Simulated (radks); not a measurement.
Question: Spherical quantum dot in the effective-mass picture: electrons in a hard-walled sphere of radius 1.78, all in effective atomic units (hartree* = m*/eps^2 hartree, bohr* = eps/m* bohr), one dielectric constant everywhere. Calculated with a radial shooting solver with Libxc functionals: non-relativistic Kohn-Sham, LDA (Slater exchange, Perdew-Wang correlation), spin-polarised, spherical densities. Levels are named by radial order and angular momentum (1s, 1p, 1d, 2s, ...), and open shells are averaged over m. At N = 18 the configuration is 1s2 1p6 1d10. Does electron 19 go into 1f up or 2s up?

Answer: Into 2s up. The total energies of the other choices lie higher by 0.0871 hartree* (1f up).
